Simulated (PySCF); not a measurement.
SCF from a fresh guess for singlet NbH3, at the PBE0 minimum. PySCF input:

```python
from pyscf import gto, scf, dft
mol = gto.M(atom='''
Nb     0.000000     0.000000    -0.003043
H      1.761763     0.000014     0.093516
H     -0.880893     1.525725     0.093516
H     -0.880870    -1.525738     0.093515''',
    basis={'Nb': 'def2-TZVP', 'H': 'def2-TZVP'},
    ecp={'Nb': 'def2-TZVP'},
    charge=0, spin=0)
mf = dft.RKS(mol, xc='PBE0')
mf.grids.atom_grid = (50, 194)
aux = {'Nb': 'def2-universal-JKFIT', 'H': 'def2-universal-JKFIT'}
mf = mf.density_fit(auxbasis=aux)
mf.conv_tol = 1e-08
mf.diis_space = 10
mf.max_cycle = 60
mf.init_guess = 'minao'
mf.verbose = 4
mf.kernel()
```

Excerpt of the output (cycles and frontier levels):

```
init E= -52.1743365056529
cycle= 1 E= -56.9585976538031  delta_E= -4.78  |g|= 2.44  |ddm|= 4.36
  HOMO = 0.0562952259064342  LUMO = 0.0615894583963197  gap/eV = 0.14406
cycle= 2 E= -55.8692292610654  delta_E= 1.09  |g|= 2.75  |ddm|= 5.34
  HOMO = -0.247831364958926  LUMO = -0.211778476075278  gap/eV = 0.98105
cycle= 3 E= -58.540169844615  delta_E= -2.67  |g|= 0.232  |ddm|= 4.71
  HOMO = -0.134977154061012  LUMO = -0.0732908888145887  gap/eV = 1.67857
cycle= 4 E= -58.5662515467557  delta_E= -0.0261  |g|= 0.123  |ddm|= 0.454
  HOMO = -0.167040828595706  LUMO = -0.0940838010146772  gap/eV = 1.98526
cycle= 5 E= -58.5704683244826  delta_E= -0.00422  |g|= 0.0416  |ddm|= 0.12
  HOMO = -0.173164808758527  LUMO = -0.0991295659495686  gap/eV = 2.01460
cycle= 6 E= -58.5709054144657  delta_E= -0.000437  |g|= 0.0177  |ddm|= 0.0357
  HOMO = -0.177581874840261  LUMO = -0.102510020908975  gap/eV = 2.04281
cycle= 7 E= -58.5710049174651  delta_E= -9.95e-05  |g|= 0.00241  |ddm|= 0.027
... 35 lines left out ...
cycle= 25 E= -58.5709946345417  delta_E= -8.68e-09  |g|= 0.000114  |ddm|= 0.000857
  HOMO = -0.177180159901204  LUMO = -0.10202476171731  gap/eV = 2.04508
cycle= 26 E= -58.5709946347384  delta_E= -1.97e-10  |g|= 0.000112  |ddm|= 6.12e-05
  HOMO = -0.177187759635109  LUMO = -0.102023310195278  gap/eV = 2.04533
cycle= 27 E= -58.5709946133328  delta_E= 2.14e-08  |g|= 0.00014  |ddm|= 0.00123
  HOMO = -0.177124377941392  LUMO = -0.102022615201736  gap/eV = 2.04362
cycle= 28 E= -58.5709946059612  delta_E= 7.37e-09  |g|= 4.84e-05  |ddm|= 0.00165
  HOMO = -0.177139986223743  LUMO = -0.102023504919785  gap/eV = 2.04402
Extra cycle  E= -58.5709946068616  delta_E= -9e-10  |g|= 1.38e-05  |ddm|= 7.26e-05
converged SCF energy = -58.5709946068616
```

This is not the lowest solution: a stability analysis within the same restricted form found one 37.3 kJ/mol lower, at -58.58521 Eh.

At the minimum of this search the closed-shell solution is unstable towards spin polarisation, so a lower open-shell solution exists.

The search for the lowest solution, with the stability check, took 4.3 s on 2 threads of a shared Arm Neoverse N1 host, with 58 basis functions; the process peaked at 0.28 GiB.
